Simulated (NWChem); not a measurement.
C₂H₄ClNOSi; SMILES C#C[Si@](N)(O)Cl

```xyz
10

C      0.9343    -2.7392     0.1555
C      0.4255    -1.6280     0.0326
Si    -0.3459     0.0281    -0.0569
N     -1.3991     0.4473     1.2456
O     -1.1603     0.0399    -1.5086
Cl     1.1730     1.4500     0.0127
H      1.3868    -3.7175     0.2550
H     -0.9922     0.8943     2.0706
H     -2.1346    -0.2133     1.5120
H     -1.7080     0.8371    -1.6288
```
Atoms are numbered in this order, from 1.

The geometry was optimised at PBE-D3(BJ)/def2-SVP.

Task: Give the principal values of the shielding tensors (ppm) of C1, C2, Si3, N4, O5 from Hartree-Fock/6-311G** (spherical d), GIAO (NWChem), with their diamagnetic and paramagnetic parts as GIAO splits them.

Result: 
```csv
atom,σ11,σ22,σ33,isotropic,diamagnetic,paramagnetic
C1,6.2,9.6,244.8,86.9,261.3,-174.4
C2,11.4,13.3,302.6,109.1,267.0,-157.9
Si3,405.5,427.6,459.2,430.8,875.4,-444.7
N4,211.9,230.9,268.7,237.2,320.7,-83.6
O5,251.7,265.5,298.1,271.8,390.7,-119.0
```
